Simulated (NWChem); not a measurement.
Electron attachment to As

```
As
```
Charge 0, spin multiplicity 4.

Program: NWChem.

Basis set: def2-TZVPD. −ε marks an orbital energy of the parent. The basis adds only a small set of diffuse functions.

The Hamiltonian is non-relativistic. B3LYP has NWChem's definition, with VWN1-RPA local correlation. No SCF solution was tested for a lower state. Open-shell Hartree-Fock references start from PBE0 orbitals.

Problem. For the vertical electron affinity, −ε(beta LUMO) of PBE gives 3.56 eV and −ε(beta LUMO) of B3LYP gives 3.12 eV. What do −ε(beta LUMO) of PBE0, −ε(beta LUMO) of TPSS, −ε(beta LUMO) of HF give?

Solution. −ε(beta LUMO) of PBE0: 2.53 eV; −ε(beta LUMO) of TPSS: 3.51 eV; −ε(beta LUMO) of HF: -1.38 eV.
